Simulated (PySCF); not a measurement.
# A small calculation by hand: oscillator strength and radiative lifetime

In(H)(Cl)(OMe) (CH₄ClInO), SMILES C[O][InH][Cl].

The structure is a stationary point at PBE0-D3(BJ)/def2-SVP. The structure was generated by enumeration; whether it is a known compound was not checked. The def2 effective core potentials stand for the cores of In; spin–orbit coupling is left out. Other conformers were not sampled.

TDA-PBE0/def2-SVPD in PySCF puts the first singlet state with f over 0.02 at 5.78 eV (vertical), with the transition dipole (0.743, -0.912, 0.000) in atomic units.

Q: Find the oscillator strength, the wavelength and the radiative lifetime that this transition would have in vacuum if emission retraced absorption.

A: 
|μ|² = 1.3838 au, so |μ| = 2.99 D. ΔE = 5.78/27.211 = 0.2124 hartree. f = (2/3) ΔE |μ|² = 0.196 (the program prints 0.196).
λ = 1239.84/5.78 = 215 nm; ν = 46619 cm⁻¹.
Einstein's coefficient A = 0.6670 ν² f s⁻¹ (ν in cm⁻¹) = 2.8e8 s⁻¹, so τ = 1/A = 3.5 ns. This state is S4; the lower singlets have f = 0.008, 0.008, 0.001. The figure is the radiative limit of this one transition; relaxation, internal conversion, crossing to triplets and a medium change what is measured.
